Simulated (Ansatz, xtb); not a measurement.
**Two structures of FGeHS**

Structure a is a singlet given by its coordinates and structure b is a singlet given by its coordinates. Both are isolated molecules in the gas phase, relaxed with PBE0-D3(BJ)/def2-SVP.

a (Å):

```csv
atom,x (Å),y (Å),z (Å)
F,1.0580,1.1005,1.5286
Ge,1.2649,0.2762,-0.0080
S,-0.7023,0.9178,-0.8752
H,-0.4661,0.2551,-2.0308
```

Close contacts (Å): F1–Ge2 1.76, Ge2–S3 2.24, S3–H4 1.35.

b (Å):

```xyz
4

F    -1.5166   -0.3968   -1.2214
Ge   -0.3188    0.8641   -0.9257
S     0.2678    0.1632    1.1282
H    -0.6046   -0.8696    1.0786
```

Close contacts (Å): F1–Ge2 1.76, Ge2–S3 2.25, S3–H4 1.35.

Energies in hartree; the thermal terms are from PBE0-D3(BJ)/def2-SVP harmonic frequencies (ideal gas, rigid rotor, one conformer each, 298.15 K, 1 atm) and include the zero-point energy:

|  | a | b |
| --- | --- | --- |
| E, CCSD(T)/def2-TZVPP | −2573.740333 | −2573.739499 |
| zero-point energy | 0.011461 | 0.011337 |
| H(298 K) − E | 0.016717 | 0.016590 |
| G(298 K) − E | −0.016895 | −0.016978 |

Work out ΔE, ΔE₀, ΔH and ΔG for a → b in kJ/mol (1 Eh = 2625.50 kJ/mol) and the equilibrium ratio [b]/[a].

1. ΔE = −2573.739499 − (−2573.740333) = +0.000834 Eh = +2.19 kJ/mol.
2. ΔE₀ = ΔE + ΔZPE = +0.000834 + (−0.000124) Eh = +1.86 kJ/mol.
3. ΔH = ΔE + (−0.000127) Eh = +1.86 kJ/mol.
4. ΔG = ΔE + (−0.000083) Eh = +1.97 kJ/mol, so ΔS = (ΔH − ΔG)/T = −0.4 J/(mol K).
5. kT = 0.9442 mEh, so K = [b]/[a] = exp(−ΔG/kT) = exp(−0.80) ≈ 0.45.

The two are too close for this level to say which is favoured. An error of 4 kJ/mol in ΔG would change K by a factor of 5. Mirror images and further conformers aren't counted.

Other levels gave ΔE = −2.4 (PBE0-D3(BJ)/def2-SVP); +3.5 (HF/def2-TZVPP); +2.2 (MP2/def2-TZVPP) kJ/mol. The correlated steps freeze 15 core orbitals; the filled d shell of Ge is correlated, in a basis made for valence electrons. Programs: Ansatz 0.2.0.
